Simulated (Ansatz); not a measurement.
Method: frozen-core CCSD(T)/cc-pVTZ // PBE0-D3(BJ)/def2-TZVP run with Ansatz (a program for electronic structure). The geometry is that of the parent before the electron was removed.

Ansatz 0.2 input:
```yaml
crystal:
  periodic: [false, false, false]
  atoms:
    - { symbol: C, position_ang: [-1.290886, -0.069254, 0.317852] }
    - { symbol: C, position_ang: [0.112541, -0.456714, -0.015627] }
    - { symbol: Si, position_ang: [1.548296, 0.354922, 0.424629] }
    - { symbol: H, position_ang: [-1.797634, -0.861303, 0.880178] }
    - { symbol: H, position_ang: [-1.882069, 0.097547, -0.589398] }
    - { symbol: H, position_ang: [-1.338783, 0.843286, 0.915919] }
    - { symbol: H, position_ang: [0.227263, -1.362085, -0.608806] }
    - { symbol: H, position_ang: [2.880263, -0.142992, 0.023273] }
    - { symbol: H, position_ang: [1.541559, 1.596553, 1.22949] }
basis:
  gaussian: { orbitals: cc-pVTZ }
correlation:
  method: ccsd_t
total_charge: 1
magnetization:
  spin_polarized: true
  initial_magnetization: 1
```

Output:

```
Functional definition: HF
1001 factors; integrals over basis functions are off by at most 9.2e-4 eV
mean field evaluation 1: about -10006.1136 eV, gradient 2.8e1 eV
mean field evaluation 2: about -10006.1182 eV, gradient 2.8e1 eV
mean field evaluation 4: about -10010.4847 eV, gradient 2.4e0 eV
mean field evaluation 8: about -10010.5641 eV, gradient 2.1e-3 eV
mean field evaluation 16: about -10010.5570 eV, gradient 2.6e-1 eV
mean field evaluation 32: about -10006.2694 eV, gradient 1.8e-1 eV
mean field evaluation 64: about -10005.3668 eV, gradient 2.0e0 eV
mean field -10010.56413295 eV, -367.8814464818 hartree, gradient 3.0e-6 eV, S^2 0.758079; 1 other end points of the search recorded, 0 dependent functions left out
7 core orbitals not correlated
reference -10010.56413295 eV, -367.8814464818 hartree; 9, 8 occupied and 162, 163 virtual orbitals, 1001 factors
second order -11.27951098 eV of doubles, -0.00000000 eV of singles
cycle   1  -12.10450295 eV  change   -8.2e-1 eV  update   7.6e-2
cycle   2  -12.46830307 eV  change   -3.6e-1 eV  update   2.5e-2
cycle   3  -12.51886073 eV  change   -5.1e-2 eV  update   1.3e-2
cycle   4  -12.51494234 eV  change    3.9e-3 eV  update   5.8e-3
cycle   5  -12.51495456 eV  change   -1.2e-5 eV  update   2.9e-3
cycle   6  -12.51522408 eV  change   -2.7e-4 eV  update   1.0e-3
cycle   7  -12.51525154 eV  change   -2.7e-5 eV  update   3.1e-4
cycle   8  -12.51533141 eV  change   -8.0e-5 eV  update   1.1e-4
cycle   9  -12.51533525 eV  change   -3.8e-6 eV  update   3.4e-5
cycle  10  -12.51531912 eV  change    1.6e-5 eV  update   1.3e-5
perturbative correction -0.44990260 eV, -0.0165336157 hartree
Total energy: -10023.52935467 eV, -368.3579095918 hartree
```

Cost: about 4 core-minutes (a rough figure).
